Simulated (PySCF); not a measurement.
Cl₂H₂O₂Si.

```xyz
7

O      0.0787     1.3749    -1.2299
Si     0.0000     0.0000    -0.3392
O     -0.0787    -1.3749    -1.2299
Cl     1.6823     0.0112     0.8179
Cl    -1.6823    -0.0112     0.8179
H     -0.7244     1.6381    -1.6911
H      0.7244    -1.6381    -1.6911
```
Charge 0, spin multiplicity 1.

Coordinates come from a PBE0-D3(BJ)/def2-SVP optimisation. One conformer was computed; it need not be the lowest.

Computed with PBE/pcSseg-1 run with PySCF. Non-relativistic, no solvent.

Computed absolute GIAO shielding of each atom: isotropic value and principal components (ppm):
```csv
atom,σ(iso),σ11,σ22,σ33,span
O1,232.1,198.9,217.5,280.0,81.0
Si2,361.6,353.5,360.0,371.1,17.6
O3,232.1,198.9,217.5,280.0,81.0
Cl4,841.8,743.5,749.8,1032.2,288.7
Cl5,841.8,743.5,749.8,1032.2,288.7
H6,28.8,21.5,23.8,41.1,19.6
H7,28.8,21.5,23.8,41.1,19.6
```
